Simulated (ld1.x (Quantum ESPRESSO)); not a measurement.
## Er (Z = 68): excitation energies, all-electron against TM

ld1.x (Quantum ESPRESSO) 7.5 input, shortened:

```
&input
   title='Er', zed=68., rel=1, dft='PZ', iswitch=3,
   config='[Xe] 4f12 5d0 6s1.75 6p0.25'
 /
 &inputp
   pseudotype=2, tm=.true., lloc=-1, rcloc=1.40,
   nlcc=.false.
 /
4
6S  1  0   1.75   0.00  3.15  3.15  0.0
5P  2  1   6.00   0.00  2.50  2.50  0.0
5D  3  2   0.00   0.00  3.25  3.25  0.0
4F  4  3  12.00   0.00  1.00  1.00  0.0
 &test
   configts(1)='4f12 5p6 5d0 6s1.75 6p0.25'
 /
```

Occupied shells without a wave of their own: 6p. They enter only through the test configuration that unscreens the potential.

Energies are relative to the spin-unpolarised reference configuration 4f12 5p6 5d0 6s1.75 6p0.25; without spin polarisation the order of configurations can differ from experiment. Spin-polarised rows fill each open shell by Hund’s rule, majority spin first.

| valence configuration | charge | ΔE all-electron (eV) | error AE − PS (meV) |
| --- | --- | --- | --- |
| 4f12 5p6 5d0 6s1 6p0 | +1 | 5.898 | -16 |
| 4f12 5p6 5d0 6s0 6p0 | +2 | 18.065 | -40 |
| 4f11 5p6 5d0 6s0 6p0 | +3 | 44.613 | +167 |
| 4f12 5p6 5d1 6s0 6p0 | +1 | 8.440 | -28 |
| 4f10 5p6 5d0 6s0 6p0 | +4 | 90.629 | +368 |
| 4f13 5p6 5d0 6s0 6p0 | +1 | 7.707 | -213 |
| 4f12 5p6 5d0 6s1.75 6p0.25 (spin-polarised) | 0 | -0.738 | +902 |

What are ΔE and the potential's error for 4f12 5p6 5d0 6s2 6p0?

ΔE = -0.706 eV all-electron; the error (AE − PS) is -8.7 meV.

What are ΔE and the potential's error for 4f12 5p6 5d0 6s2 6p0 (spin-polarised)?

ΔE = -1.413 eV all-electron; the error (AE − PS) is +901 meV.

The 6p level has no wave, so the channel is fitted at the deeper level alone: the likely source of the large errors.

Note: ghost state, extra bound levels that the all-electron valence spectrum of the same l lacks: s at -169.8 eV. A true bound ghost makes a file unfit for plane-wave use.
